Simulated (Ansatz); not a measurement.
A structure relaxed at PBE0-D4/def2-TZVP, charge 0, multiplicity 1:

| atom | x (Å) | y (Å) | z (Å) |
| --- | --- | --- | --- |
| O1 | 2.9500 | -0.9787 | 1.9576 |
| Si2 | 1.6474 | -0.3285 | 1.2614 |
| O3 | 2.1052 | 0.9915 | 0.4462 |
| O4 | 0.8566 | -1.4200 | 0.2561 |
| O5 | 0.4119 | -0.1499 | 2.3112 |
| Sn6 | -1.1427 | -1.0007 | 1.4906 |
| F7 | -2.5341 | -0.4995 | 2.6786 |
| F8 | -1.3691 | -2.8746 | 1.4860 |
| O9 | -1.7876 | -0.1689 | -0.1459 |
| Si10 | -1.1405 | 0.6385 | -1.3726 |
| O11 | -2.2825 | 1.2178 | -2.3694 |
| O12 | -0.0752 | -0.3762 | -2.1113 |
| O13 | -0.2205 | 1.9213 | -0.9034 |
| H14 | 3.7997 | -0.5898 | 1.7472 |
| H15 | 1.4095 | 1.4922 | -0.0081 |
| H16 | 0.8243 | -1.2738 | -0.7042 |
| H17 | -3.1095 | 0.7364 | -2.4272 |
| H18 | 0.3426 | -0.0664 | -2.9172 |
| H19 | -0.6854 | 2.7294 | -0.6756 |

Q: Give its formula and SMILES.

A: F2H6O8Si2Sn, `O[Si](O)(O)[O][Sn]([F])([F])[O][Si](O)(O)O`.

Q: Point group (tolerance 0.08 Å, 0.16 Å for H)?

A: C1.

Q: Summarise the bond lengths by kind.

A: 8 × O–Si 1.605 to 1.681 Å; 6 × H–O 0.958 to 0.972 Å; 2 × O–Sn 1.946 to 1.953 Å; 2 × F–Sn 1.888 to 1.897 Å.

Results of the Gaussian-basis code of Ansatz.
